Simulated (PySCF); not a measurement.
## Spectroscopy problems

[PySCF 2.14: geometry from GFN2-xTB; σ from GIAO-PBE0/pcSseg-1; couplings computed with B3LYP/pcJ-1 (spin–dipole term left out of most H,H and C,H couplings); in vacuum; a single conformation; rapidly exchanging positions averaged; no relativistic terms]

δ = σ(ref) − σ, references computed at the same level: 1H, 13C vs TMS. Multiplet labels drop J under 1 Hz and among equivalent protons, and merge close values. Unscaled 3J(H,H) run several per cent high. Acid and N–H amide carbonyl carbons lie up to 10 ppm further downfield in solution (hydrogen bonding). Shifts are as computed. Against solution values, carbons near 30 ppm lie about +3 ppm off and those near 130 ppm about +5 ppm. Of 1211 compounds with measured shifts, 218 miss one by over three times the rms of a fit or turn the order of signals round; such compounds aren't used in these exercises. OH and NH positions are gas-phase values without hydrogen bonding to other molecules.

Problem. C5H4O2. 1H NMR (300 MHz, computed): δ 8.73 (t, J = 1.3 Hz, 1H), 8.41 (dd, J = 2.6, 1.2 Hz, 1H), 5.47 (br s, 1H), 5.13 (dd, J = 2.6, 1.3 Hz, 1H). 13C{1H} NMR (computed): δ 171.0 (C), 150.7 (CH), 144.7 (CH), 134.0 (C), 79.9 (CH). What is it?

Solution. SMILES C1(=CC(=O)O)C=C1. Rings plus π bonds: 4 (1 ring in the answer). 5 carbon signals for 5 carbons: no two carbons are equivalent. Carbon types of the structure: 2 × C, 3 × CH, leaving 1 H on heteroatoms. δC 171.0: carboxylic acid carbon; lone-pair donation from the attached heteroatom keeps it upfield of a ketone carbonyl. δC 150.7, 144.7: alkene CH; as expected for a trigonal carbon in a double bond. δC 134.0: β carbon of a C=C–C=O unit; conjugation with the carbonyl draws π density from the β position. δH 8.73, 8.41: hydrogen on an alkene CH.

The data come from this structure; uniqueness wasn't tested.

Problem. C5H4O2. 1H NMR (400 MHz, computed): δ 10.27 (s, 1H), 8.34 (d, J = 1.6 Hz, 1H), 7.54 (dd, J = 2.4, 1.6 Hz, 1H), 6.98 (d, J = 2.4 Hz, 1H). 13C{1H} NMR (computed): δ 189.1 (CH), 152.0 (CH), 148.1 (CH), 133.6 (C), 118.6 (CH). Give a structure.

Solution. `InChI=1S/C5H4O2/c6-3-5-1-2-7-4-5/h1-4H`. Rings plus π bonds: 4 (1 ring in the answer). 5 carbon signals for 5 carbons: no two carbons are equivalent. Carbon types of the structure: 1 × C, 4 × CH, which accounts for all hydrogens. δC 189.1: aldehyde carbonyl carbon; the double bond to the heteroatom, with no lone-pair donor beside it, deshields it most. δC 152.0, 148.1: aromatic CH next to the ring oxygen. δC 133.6: substituted aromatic carbon. δH 10.27: hydrogen on an aldehyde carbonyl carbon; the formyl region, downfield of aromatic protons.

The data come from this structure; uniqueness wasn't tested.
